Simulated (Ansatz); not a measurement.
`[GaH2][C]1=NC1` + H₂Te → `[TeH]C1=NC1` + `[GaH3]` at 500 K and 1 bar (substitution at a C–Ga bond).

Calculated with Ansatz (gas phase, PBE0-D4/def2-TZVP geometries, no zero-point term in ΔE). CCSD(T)/CBS adds triple-zeta CCSD(T) − MP2 to the extrapolated MP2 energy (def2 sets, frozen cores). def2 core potentials past Kr. For Ga, Te outer-core shells are correlated without core-valence functions, which leaves a few kJ/mol of doubt a bond. Scalar relativity is left out up to krypton.

```json
{"species": "`[GaH2][C]1=NC1`", "CCSD(T)/CBS energy (Eh)": "-2057.05169", "H − E (kJ/mol)": "165.4", "S (J/(mol·K))": "370.1"}
{"species": "H₂Te", "CCSD(T)/CBS energy (Eh)": "-268.91024", "H − E (kJ/mol)": "48.9", "S (J/(mol·K))": "247.6"}
{"species": "`[TeH]C1=NC1`", "CCSD(T)/CBS energy (Eh)": "-400.24331", "H − E (kJ/mol)": "144.8", "S (J/(mol·K))": "354.9"}
{"species": "`[GaH3]`", "CCSD(T)/CBS energy (Eh)": "-1925.70545", "H − E (kJ/mol)": "69.3", "S (J/(mol·K))": "243.1"}
```

H − E and S are ideal-gas, rigid-rotor, harmonic terms from PBE0-D4/def2-TZVP. 1 Eh = 2625.50 kJ/mol, R = 8.31446 J/(mol·K).

Question: By hand: ΔE, ΔH, ΔS and ΔG.

Answer: ΔE = (-400.24331) + (-1925.70545) − (-2057.05169) − (-268.91024) = 0.01317 Eh = 34.6 kJ/mol. Δ(H − E) = 144.8 + 69.3 − 165.4 − 48.9 = -0.2, so ΔH = 34.4 kJ/mol. ΔS = 354.9 + 243.1 − 370.1 − 247.6 = -19.7 J/(mol·K). ΔG = 34.4 − 500 × (-19.7)/1000 = 44.2 kJ/mol.

Question: By hand: the equilibrium constant, and the temperature at which ΔG would vanish if ΔH and ΔS stayed fixed.

Answer: log₁₀ K = −ΔG/(RT ln 10) = -4.6. ΔH and −TΔS have one sign here, so there is no such temperature.

ΔH outweighs TΔS. A doubt of 5 kJ/mol in ΔE shifts log₁₀ K by 0.5 here. These are equilibria of isolated gas molecules and say nothing of rates. Largest T1 diagnostic: 0.013 (customary marks: 0.02 for closed shells, 0.045 for open ones).
